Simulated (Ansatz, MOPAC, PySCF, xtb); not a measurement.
Torsion H3–O1–Bi2–H4 in BiH3O (SMILES [OH][BiH2]); at each angle all else is relaxed with GFN2-xTB, and the levels are single points there.
Geometry at 300° (charge 0, multiplicity 1):
```xyz
5

O      1.3350    -0.4163    -0.1185
Bi    -0.7060    -0.2104     0.3375
H      1.8084     0.3558     0.1832
H     -0.3993    -0.0813     2.0887
H     -0.6528     1.5691     0.2670
```
Energies count from the point at 300°.

Frozen-core correlation. Filled d and f shells under p-block atoms count as core. CBS: X⁻³ extrapolation of the correlation energy, Hartree–Fock from the larger set. The state reached by AM1 isn't checked.

Run with Ansatz (Gaussian basis) for Hartree–Fock, density functionals and correlated methods; MOPAC for AM1 (differences of heats of formation); PySCF for the dispersion terms; xtb for the GFN methods.  In def2 rows elements past Kr take small-core potentials, without spin–orbit coupling.

Energies in kcal/mol.

```json
[
 {"dihedral (°)": "0", "AM1": "0.59", "GFN1-xTB": "0.49", "PBE-D4/def2-TZVPP": "0.63", "SCS-MP2/def2-QZVPP": "0.75", "MP2/CBS(def2-TZVPP, def2-QZVPP) + ΔCCSD(T)/def2-TZVPP": "0.67"},
 {"dihedral (°)": "30", "AM1": "1.65", "GFN1-xTB": "0.98", "PBE-D4/def2-TZVPP": "1.30", "SCS-MP2/def2-QZVPP": "1.47", "MP2/CBS(def2-TZVPP, def2-QZVPP) + ΔCCSD(T)/def2-TZVPP": "1.36"},
 {"dihedral (°)": "60", "AM1": "2.69", "GFN1-xTB": "1.20", "PBE-D4/def2-TZVPP": "1.50", "SCS-MP2/def2-QZVPP": "1.61", "MP2/CBS(def2-TZVPP, def2-QZVPP) + ΔCCSD(T)/def2-TZVPP": "1.51"},
 {"dihedral (°)": "90", "AM1": "3.80", "GFN1-xTB": "1.27", "PBE-D4/def2-TZVPP": "1.28", "SCS-MP2/def2-QZVPP": "1.30", "MP2/CBS(def2-TZVPP, def2-QZVPP) + ΔCCSD(T)/def2-TZVPP": "1.23"},
 {"dihedral (°)": "120", "AM1": "4.70", "GFN1-xTB": "1.31", "PBE-D4/def2-TZVPP": "1.08", "SCS-MP2/def2-QZVPP": "1.04", "MP2/CBS(def2-TZVPP, def2-QZVPP) + ΔCCSD(T)/def2-TZVPP": "1.00"},
 {"dihedral (°)": "150", "AM1": "4.77", "GFN1-xTB": "1.31", "PBE-D4/def2-TZVPP": "1.07", "SCS-MP2/def2-QZVPP": "1.01", "MP2/CBS(def2-TZVPP, def2-QZVPP) + ΔCCSD(T)/def2-TZVPP": "0.97"},
 {"dihedral (°)": "180", "AM1": "3.95", "GFN1-xTB": "1.27", "PBE-D4/def2-TZVPP": "1.25", "SCS-MP2/def2-QZVPP": "1.25", "MP2/CBS(def2-TZVPP, def2-QZVPP) + ΔCCSD(T)/def2-TZVPP": "1.19"},
 {"dihedral (°)": "210", "AM1": "2.86", "GFN1-xTB": "1.21", "PBE-D4/def2-TZVPP": "1.47", "SCS-MP2/def2-QZVPP": "1.55", "MP2/CBS(def2-TZVPP, def2-QZVPP) + ΔCCSD(T)/def2-TZVPP": "1.46"},
 {"dihedral (°)": "240", "AM1": "1.92", "GFN1-xTB": "1.00", "PBE-D4/def2-TZVPP": "1.28", "SCS-MP2/def2-QZVPP": "1.42", "MP2/CBS(def2-TZVPP, def2-QZVPP) + ΔCCSD(T)/def2-TZVPP": "1.31"},
 {"dihedral (°)": "270", "AM1": "0.94", "GFN1-xTB": "0.52", "PBE-D4/def2-TZVPP": "0.62", "SCS-MP2/def2-QZVPP": "0.70", "MP2/CBS(def2-TZVPP, def2-QZVPP) + ΔCCSD(T)/def2-TZVPP": "0.64"},
 {"dihedral (°)": "300", "AM1": "0.00", "GFN1-xTB": "0.00", "PBE-D4/def2-TZVPP": "0.00", "SCS-MP2/def2-QZVPP": "0.00", "MP2/CBS(def2-TZVPP, def2-QZVPP) + ΔCCSD(T)/def2-TZVPP": "0.00"},
 {"dihedral (°)": "330", "AM1": "-0.15", "GFN1-xTB": "-0.02", "PBE-D4/def2-TZVPP": "0.01", "SCS-MP2/def2-QZVPP": "0.03", "MP2/CBS(def2-TZVPP, def2-QZVPP) + ΔCCSD(T)/def2-TZVPP": "0.02"}
]
```

Ansatz is a program for electronic structure.
